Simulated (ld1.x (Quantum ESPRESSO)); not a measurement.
## u(r) = r·R(r): atom against pseudo-atom (Ni)

Columns: radius, all-electron u(r) and pseudo u(r) of the 4p shell (level -1.23 eV) of nickel in the configuration [Ar] 3d8 4s2 4p0; PBE, scalar-relativistic, TM scheme, ld1.x (Quantum ESPRESSO) 7.5.

```
r (bohr)  all-electron  pseudo
   0.152        0.0923  0.0030
   0.305       -0.0396  0.0122
   0.458       -0.1463  0.0272
   0.610       -0.1621  0.0478
   0.762       -0.1176  0.0736
   0.915       -0.0455  0.1042
   1.068        0.0339  0.1389
   1.220        0.1101  0.1766
   1.372        0.1794  0.2164
   1.525        0.2406  0.2574
   1.678        0.2934  0.2979
   1.830        0.3377  0.3363
   1.982        0.3748  0.3714
   2.135        0.4056  0.4024
   2.288        0.4303  0.4282
   2.440        0.4497  0.4486
   2.592        0.4643  0.4639
   2.745        0.4749  0.4748
   2.898        0.4818  0.4818
   3.050        0.4854  0.4854
   3.202        0.4864  0.4864
   3.355        0.4849  0.4849
   3.508        0.4815  0.4815
   3.660        0.4764  0.4764
   3.812        0.4700  0.4700
   3.965        0.4623  0.4623
```

(1) How many radial nodes do the two functions have?

(2) At about which radius was the pseudo-wave matched?

(3) Is the pseudo-wave norm-conserving?

Answers

(1) The all-electron 4p function has n − l − 1 = 2; the pseudo-wave has 0, since the states of the same l below it are removed with the core.

(2) 3.05 bohr. The columns agree to 0.0005 from 2.59 bohr on; several derivatives are matched, so the curves merge somewhat inside the radius.

(3) Yes: the TM scheme keeps the norm inside the radius equal to the all-electron one, which fixes the energy derivative of the logarithmic derivative at the level.
